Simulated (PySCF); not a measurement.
**Se: excitation energy**

Se [Ar] 3d10 4s2 4p4 (3P) → Se [Ar] 3d10 4s1 4p4 4d1 (high-spin determinant), as a difference of total energies. Calculation: PySCF 2.14, in aug-cc-pVTZ-PP with one added diffuse shell each of s, d, f type with ECP10MDF (7s5p5d3f, 68 functions); a scalar-relativistic core potential. Correlated levels: valence: 3s2 3p6 3d10 frozen. The calculations carry no spin-orbit coupling.

| method | excitation energy (eV) |
| --- | --- |
| UHF | 17.648 |
| MP2 (valence) | 18.119 |
| SCS-MP2 (valence) | 18.262 |
| CCSD (valence) | 17.750 |
| CCSD(T) (valence) | 17.587 |

Question: How much does correlation contribute at CCSD(T) (valence)?

Answer: 17.587 − (17.648) = -0.061 eV, measured against UHF.

The upper state lies above the first ionisation limit, where it may autoionise and the basis confines it.

The promoted electron is Rydberg-like, and one or two diffuse shells describe it only roughly, which tends to raise the upper state.

The coupled-cluster amplitudes are large for the upper state (T1 above 0.03 or a double amplitude above 0.15), so a single reference is strained.

The determinant of the upper state mixes LS terms, which raises its energy above the lowest term, most at the Hartree-Fock and MP2 levels.
